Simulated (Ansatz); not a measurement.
Positional isomers: cyclohexane cyano+boryl. Isolated molecules, 0 K electronic values unless said otherwise. One relaxed conformer stands for each flexible species; it need not be the lowest. Strings in code marks are SMILES.

Quantity: electronic energy of isomers of C7H12BN relative to `B[C@@H]1CCC[C@H](C#N)C1`, in kcal/mol.

Case: `B[C@H]1CC[C@H](C#N)CC1`. Geometry of `B[C@H]1CC[C@@H](CC1)C#N` (neutral, multiplicity 1, Å):

```xyz
21

B     -2.8476     0.1719    -0.1617
C     -1.3104     0.0738    -0.3555
C     -0.4776     1.3043     0.0114
C      0.9623     1.2041    -0.4770
C      1.6239    -0.0888     0.0221
C      3.0086    -0.1864    -0.4337
N      4.0997    -0.2640    -0.8126
C      0.8115    -1.3239    -0.3936
C     -0.6281    -1.2201     0.0947
H     -3.5239    -0.8313    -0.1039
H     -3.3998     1.2498    -0.1722
H     -1.3705     0.0403    -1.4797
H     -0.9460     2.2167    -0.3886
H     -0.4772     1.4182     1.1107
H      1.5493     2.0751    -0.1473
H      0.9853     1.2059    -1.5806
H      1.6587    -0.0544     1.1272
H      0.8299    -1.4009    -1.4946
H      1.2923    -2.2348    -0.0050
H     -0.6370    -1.2607     1.1991
H     -1.2032    -2.0947    -0.2464
```

What electronic energy of isomers of C7H12BN relative to `B[C@@H]1CCC[C@H](C#N)C1` does frozen-core CCSD(T)/cc-pVDZ // PBE0-D3(BJ)/def2-SVP (Ansatz, a program for electronic structure) give?

1.95 kcal/mol.
